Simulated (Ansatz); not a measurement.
`CB(F)[CH2][AlH2]` and `C[B](F)[GeH3]` differ in one atom or group.

Ansatz, PBE0-D4/def2-TZVP geometries, multiplicity 1. Each molecule was computed in one conformer, which needn't be the lowest.

Scalar relativity is left out up to krypton.

```tsv
property	`CB(F)[CH2][AlH2]`
LUMO energy (PBE/def2-TZVPP) / eV	-2.38
LUMO energy (PBE0/def2-TZVPP) / eV	-1.60
HOMO energy (PBE0/def2-TZVPP) / eV	-8.14
HOMO energy (B3LYP/def2-TZVPP) / eV	-7.93
HOMO–LUMO gap (PBE0/def2-TZVPP) / eV	6.54
HOMO energy (PBE/def2-TZVPP) / eV	-6.86
```

Task: What does the change do to each property? (Best estimate.)

Result: Computed: 
```tsv
property	`C[B](F)[GeH3]`	shift
LUMO energy (PBE/def2-TZVPP) / eV	-2.08	0.30
LUMO energy (PBE0/def2-TZVPP) / eV	-1.11	0.49
HOMO energy (PBE0/def2-TZVPP) / eV	-7.89	0.25
HOMO energy (B3LYP/def2-TZVPP) / eV	-7.70	0.23
HOMO–LUMO gap (PBE0/def2-TZVPP) / eV	6.78	0.24
HOMO energy (PBE/def2-TZVPP) / eV	-6.62	0.24
```

With PBE0 the HOMO rises by 0.25 eV and the LUMO rises by 0.49 eV, so the gap widens by about 0.24 eV. PBE moves the HOMO by 0.24 eV and ωB97M-V by 0.31 eV.

Positive LUMOs are unbound, so they and the gaps depend on the basis.

B3LYP here is the variant with VWN-RPA as its local correlation; programs differ in this.
